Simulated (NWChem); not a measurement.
System: CH₃Cl₂Si, doublet; SMILES [Si](Cl)(Cl)C

NWChem input:

```
start job
memory heap 200 mb stack 900 mb global 1100 mb
geometry units angstroms noautoz
  C     -2.045549     0.292265     0.000000
  Si    -0.349483    -0.502130     0.000000
  Cl     0.683336     0.122294    -1.687912
  Cl     0.683336     0.122294     1.687912
  H     -1.933855     1.388589     0.000000
  H     -2.607455    -0.009155    -0.896426
  H     -2.607455    -0.009155     0.896426
end
basis spherical
  C library 6-31g*
  Si library 6-31g*
  Cl library 6-31g*
  H library 6-31g*
end
dft
  odft
  mult 2
  xc n12
  iterations 150
  mulliken
end
task dft energy
```

NWChem printed, in part:

```
             Northwest Computational Chemistry Package (NWChem) 7.3.0
             --------------------------------------------------------

 CS  symmetry detected

                             Geometry "geometry" -> ""
                             -------------------------

 Output coordinates in angstroms (scale by  1.889725989 to convert to a.u.)

  No.       Tag          Charge          X              Y              Z
 ---- ---------------- ---------- -------------- -------------- --------------
    1 C                    6.0000    -2.02349113     0.30879147     0.00000000
    2 Si                  14.0000    -0.33573341    -0.50310580     0.00000000
    3 Cl                  17.0000     0.70348962     0.11060090     1.68791200
    4 Cl                  17.0000     0.70348962     0.11060090    -1.68791200
    5 H                    1.0000    -1.90046230     1.40390140     0.00000000
    6 H                    1.0000    -2.58848507     0.01320017     0.89642600
    7 H                    1.0000    -2.58848507     0.01320017    -0.89642600

 Effective nuclear repulsion energy (a.u.)     257.5050250485

      Symmetry information
      --------------------

 Group name             Cs
 Group number              2
 Group order               2
 No. of unique centers     5

                                 NWChem DFT Module
                                 -----------------

 Summary of "ao basis" -> "ao basis" (spherical)
 ------------------------------------------------------------------------------
       Tag                 Description            Shells   Functions and Types
 ---------------- ------------------------------  ------  ---------------------
 C                           6-31g*                  6       14   3s2p1d
 Si                          6-31g*                  8       18   4s3p1d
 Cl                          6-31g*                  8       18   4s3p1d
 H                           6-31g*                  2        2   2s

      Symmetry analysis of basis
      --------------------------

        a'         45
        a"         29

            General Information
            -------------------
          SCF calculation type: DFT
          Wavefunction type:  spin polarized.
          No. of atoms     :     7
          No. of electrons :    57
           Alpha electrons :    29
            Beta electrons :    28
          Charge           :     0
          Spin multiplicity:     2
          Use of symmetry is: on ; symmetry adaption is: on
          Maximum number of iterations: 150
          AO basis - number of functions:    74
                     number of shells:    36
          Convergence on energy requested:  1.00D-06
          Convergence on density requested:  1.00D-05
          Convergence on gradient requested:  5.00D-04

              XC Information
              --------------
                          N12 Method XC Functional
                           N12 Exchange Functional  1.000
                         N12 Correlation Potential  1.000

             Grid Information
             ----------------
          Grid used for XC integration:  medium
          Radial quadrature: Mura-Knowles
          Angular quadrature: Lebedev.
          Tag              B.-S. Rad. Rad. Pts. Rad. Cut. Ang. Pts.
          ---              ---------- --------- --------- ---------
          C                   0.70       49           9.0       434
          Si                  1.10       88           8.0       590
          Cl                  1.00       88          11.0       590
          H                   0.35       45          11.0       434
          Grid pruning is: on
          Number of quadrature shells:   315
          Spatial weights used:  Erf1

      Superposition of Atomic Density Guess
      -------------------------------------

 Sum of atomic energies:       -1246.87342472

      Non-variational initial energy
      ------------------------------

 Total energy =   -1248.129279
 1-e energy   =   -2235.765347
 2-e energy   =     730.131043
 HOMO         =      -0.138325
 LUMO         =       0.091707

   Symmetry analysis of molecular orbitals - initial alpha
   -------------------------------------------------------

  Numbering of irreducible representations:

     1 a'          2 a"

  Orbital symmetries:

     1 a'          2 a"          3 a'          4 a'          5 a'
     6 a"          7 a'          8 a"          9 a'         10 a'
    11 a"         12 a"         13 a'         14 a'         15 a"
    16 a'         17 a'         18 a'         19 a"         20 a'
    21 a"         22 a'         23 a'         24 a"         25 a'
    26 a"         27 a"         28 a'         29 a'         30 a'
    31 a"         32 a'         33 a"         34 a'         35 a'
    36 a'         37 a"         38 a'         39 a'

   Symmetry analysis of molecular orbitals - initial beta
   ------------------------------------------------------

  Numbering of irreducible representations:

     1 a'          2 a"

  Orbital symmetries:

     1 a'          2 a"          3 a'          4 a'          5 a'
     6 a"          7 a'          8 a"          9 a'         10 a'
    11 a"         12 a"         13 a'         14 a'         15 a"
    16 a'         17 a'         18 a'         19 a"         20 a'
    21 a"         22 a'         23 a'         24 a"         25 a'
    26 a"         27 a"         28 a'         29 a'         30 a'
    31 a"         32 a'         33 a"         34 a'         35 a'
    36 a'         37 a"         38 a'         39 a'

     ---------------------------------------------
      Total Density - Mulliken Population Analysis
     ---------------------------------------------

    Atom       Charge   Shell Charges
 -----------   ------   -------------------------------------------------------
    1 C    6     6.93   2.00  0.72  2.07  0.71  1.41  0.02
    2 Si  14    13.02   2.00  2.00  5.97  1.00  1.15  0.41  0.36  0.14
    3 Cl  17    17.42   2.00  2.00  5.98  1.38  3.70  0.57  1.78  0.01
    4 Cl  17    17.42   2.00  2.00  5.98  1.38  3.70  0.57  1.78  0.01
    5 H    1     0.74   0.45  0.29
    6 H    1     0.74   0.45  0.29
    7 H    1     0.74   0.45  0.29

     --------------------------------------------
      Spin Density - Mulliken Population Analysis
     --------------------------------------------

    Atom       Charge   Shell Charges
 -----------   ------   -------------------------------------------------------
    1 C    6     0.11   0.00  0.01  0.07  0.00  0.03  0.00
    2 Si  14     0.73   0.00  0.00  0.00  0.12  0.24  0.20  0.15  0.00
    3 Cl  17     0.07   0.00  0.00  0.00  0.00  0.06 -0.01  0.01  0.00
    4 Cl  17     0.07   0.00  0.00  0.00  0.00  0.06 -0.01  0.01  0.00
    5 H    1     0.03   0.01  0.02
    6 H    1     0.00  -0.00  0.00
    7 H    1     0.00  -0.00  0.00

   convergence    iter        energy       DeltaE   RMS-Dens  Diis-err
 ---------------- ----- ----------------- --------- --------- ---------
 d= 0,ls=0.0,diis     1  -1249.6655727911 -1.51D+03  1.17D-02  1.40D-01
                                                     9.36D-03  1.31D-01
 d= 0,ls=0.0,diis     2  -1249.6280805435  3.75D-02  6.95D-03  1.46D-01
                                                     7.26D-03  1.53D-01
 d= 0,ls=0.0,diis     3  -1249.7162558087 -8.82D-02  2.35D-03  2.32D-02
                                                     2.28D-03  2.28D-02
 d= 0,ls=0.0,diis     4  -1249.7308078069 -1.46D-02  7.29D-04  1.50D-03
                                                     6.18D-04  1.47D-03
 d= 0,ls=0.0,diis     5  -1249.7316732542 -8.65D-04  1.74D-04  1.18D-04
                                                     1.65D-04  1.16D-04
  Resetting Diis
 d= 0,ls=0.0,diis     6  -1249.7317409024 -6.76D-05  4.84D-05  1.77D-05
                                                     4.12D-05  1.49D-05
 d= 0,ls=0.0,diis     7  -1249.7317499261 -9.02D-06  1.51D-05  2.54D-07
                                                     2.06D-05  4.71D-07
 d= 0,ls=0.0,diis     8  -1249.7317498184  1.08D-07  1.13D-05  5.59D-07
                                                     1.15D-05  5.24D-07
 d= 0,ls=0.0,diis     9  -1249.7317501797 -3.61D-07  2.12D-06  2.40D-08
                                                     2.44D-06  2.72D-08

         Total DFT energy =    -1249.731750179701
      One electron energy =    -2239.992917439940
           Coulomb energy =      816.868142140648
    Exchange-Corr. energy =      -84.111999928921
 Nuclear repulsion energy =      257.505025048512

 Numeric. integr. density =       57.000000443696

                  Occupations of the irreducible representations
                  ----------------------------------------------

                     irrep           alpha         beta
                     --------     --------     --------
                     a'               18.0         17.0
                     a"               11.0         11.0

                    DFT Final Alpha Molecular Orbital Analysis
                    ------------------------------------------

 Vector   27  Occ=1.000000D+00  E=-2.882949D-01  Symmetry=a'
              MO Center=  2.3D-01,  6.7D-02,  9.5D-14, r^2= 4.4D+00
   Bfn.  Coefficient  Atom+Function         Bfn.  Coefficient  Atom+Function
  ----- ------------  ---------------      ----- ------------  ---------------
    39      0.476030  3 Cl px                57      0.476030  4 Cl px
    43      0.231733  3 Cl px                61      0.231733  4 Cl px
     3      0.218949  1 C  px                35     -0.181844  3 Cl px
    53     -0.181844  4 Cl px                21     -0.123959  2 Si px
     7      0.122881  1 C  px                 6      0.115806  1 C  s

 Vector   28  Occ=1.000000D+00  E=-2.800823D-01  Symmetry=a"
              MO Center=  6.3D-01,  8.8D-02, -6.5D-14, r^2= 4.1D+00
   Bfn.  Coefficient  Atom+Function         Bfn.  Coefficient  Atom+Function
  ----- ------------  ---------------      ----- ------------  ---------------
    41      0.393820  3 Cl pz                59      0.393820  4 Cl pz
    39     -0.353200  3 Cl px                57      0.353200  4 Cl px
    45      0.194309  3 Cl pz                63      0.194309  4 Cl pz
    43     -0.165249  3 Cl px                61      0.165249  4 Cl px
    37     -0.149625  3 Cl pz                55     -0.149625  4 Cl pz

 Vector   29  Occ=1.000000D+00  E=-1.850038D-01  Symmetry=a'
              MO Center= -2.5D-01, -7.1D-01,  1.5D-15, r^2= 3.2D+00
   Bfn.  Coefficient  Atom+Function         Bfn.  Coefficient  Atom+Function
  ----- ------------  ---------------      ----- ------------  ---------------
    22      0.501720  2 Si py                24     -0.469922  2 Si s
    20     -0.304237  2 Si s                 40     -0.280401  3 Cl py
    58     -0.280401  4 Cl py                26      0.226780  2 Si py
    44     -0.194483  3 Cl py                62     -0.194483  4 Cl py
     6      0.178762  1 C  s                 18     -0.175347  2 Si py

 Vector   30  Occ=0.000000D+00  E=-1.535800D-02  Symmetry=a'
              MO Center=  4.6D-02, -2.5D-01,  1.0D-15, r^2= 3.9D+00
   Bfn.  Coefficient  Atom+Function         Bfn.  Coefficient  Atom+Function
  ----- ------------  ---------------      ----- ------------  ---------------
    25      0.772058  2 Si px                24      0.642492  2 Si s
    21      0.497286  2 Si px                42     -0.497997  3 Cl s
    60     -0.497997  4 Cl s                 45      0.452781  3 Cl pz
    63     -0.452781  4 Cl pz                20      0.429750  2 Si s
    26      0.406242  2 Si py                22      0.334342  2 Si py

 Vector   31  Occ=0.000000D+00  E=-6.226012D-03  Symmetry=a"
              MO Center= -4.2D-01, -6.0D-01, -1.3D-14, r^2= 3.9D+00
   Bfn.  Coefficient  Atom+Function         Bfn.  Coefficient  Atom+Function
  ----- ------------  ---------------      ----- ------------  ---------------
    27      1.111779  2 Si pz                23      0.648592  2 Si pz
    42     -0.556820  3 Cl s                 60      0.556820  4 Cl s
    43      0.306158  3 Cl px                61     -0.306158  4 Cl px
    45      0.223513  3 Cl pz                63      0.223513  4 Cl pz
    72     -0.212329  6 H  s                 74      0.212329  7 H  s

 Vector   32  Occ=0.000000D+00  E= 3.633403D-02  Symmetry=a'
              MO Center= -9.4D-01, -9.7D-02,  2.5D-14, r^2= 4.8D+00
   Bfn.  Coefficient  Atom+Function         Bfn.  Coefficient  Atom+Function
  ----- ------------  ---------------      ----- ------------  ---------------
     6      1.653105  1 C  s                 24     -0.977153  2 Si s
    25      0.875704  2 Si px                26     -0.568144  2 Si py
    72     -0.350391  6 H  s                 74     -0.350391  7 H  s
    22     -0.317122  2 Si py                 7      0.296448  1 C  px
    70     -0.254194  5 H  s                 43     -0.231935  3 Cl px

                     DFT Final Beta Molecular Orbital Analysis
                     -----------------------------------------

 Vector   26  Occ=1.000000D+00  E=-2.860260D-01  Symmetry=a"
              MO Center=  6.6D-01,  9.0D-02, -2.9D-13, r^2= 4.0D+00
   Bfn.  Coefficient  Atom+Function         Bfn.  Coefficient  Atom+Function
  ----- ------------  ---------------      ----- ------------  ---------------
    40      0.469213  3 Cl py                58     -0.469213  4 Cl py
    39     -0.236744  3 Cl px                44      0.237460  3 Cl py
    57      0.236744  4 Cl px                62     -0.237460  4 Cl py
    36     -0.180000  3 Cl py                54      0.180000  4 Cl py
    43     -0.125931  3 Cl px                61      0.125931  4 Cl px

 Vector   27  Occ=1.000000D+00  E=-2.841169D-01  Symmetry=a'
              MO Center=  1.4D-01,  7.1D-02,  3.9D-13, r^2= 4.4D+00
   Bfn.  Coefficient  Atom+Function         Bfn.  Coefficient  Atom+Function
  ----- ------------  ---------------      ----- ------------  ---------------
    39      0.464537  3 Cl px                57      0.464537  4 Cl px
     3      0.234400  1 C  px                43      0.228008  3 Cl px
    61      0.228008  4 Cl px                35     -0.177426  3 Cl px
    53     -0.177426  4 Cl px                21     -0.139522  2 Si px
     7      0.134673  1 C  px                 6      0.122662  1 C  s

 Vector   28  Occ=1.000000D+00  E=-2.783736D-01  Symmetry=a"
              MO Center=  6.4D-01,  8.9D-02, -7.8D-14, r^2= 4.1D+00
   Bfn.  Coefficient  Atom+Function         Bfn.  Coefficient  Atom+Function
  ----- ------------  ---------------      ----- ------------  ---------------
    41      0.393484  3 Cl pz                59      0.393484  4 Cl pz
    39     -0.346192  3 Cl px                57      0.346192  4 Cl px
    45      0.194175  3 Cl pz                63      0.194175  4 Cl pz
    43     -0.164881  3 Cl px                61      0.164881  4 Cl px
    37     -0.149544  3 Cl pz                55     -0.149544  4 Cl pz

 Vector   29  Occ=0.000000D+00  E=-1.425240D-01  Symmetry=a'
              MO Center= -2.7D-01, -7.7D-01, -7.0D-15, r^2= 3.0D+00
   Bfn.  Coefficient  Atom+Function         Bfn.  Coefficient  Atom+Function
  ----- ------------  ---------------      ----- ------------  ---------------
    22      0.515999  2 Si py                24     -0.497278  2 Si s
    20     -0.374260  2 Si s                 40     -0.250795  3 Cl py
    58     -0.250795  4 Cl py                 6      0.195411  1 C  s
    26      0.183143  2 Si py                18     -0.179032  2 Si py
    44     -0.165596  3 Cl py                62     -0.165596  4 Cl py

[...]
```

Level: N12/6-31G* (spherical d), spin-unrestricted. In the optimisation the excess spin sits in a' (Cs, its own frame). Geometry: optimised at PBE0/def2-SVP, spin-unrestricted. No stability test was run on the SCF state.
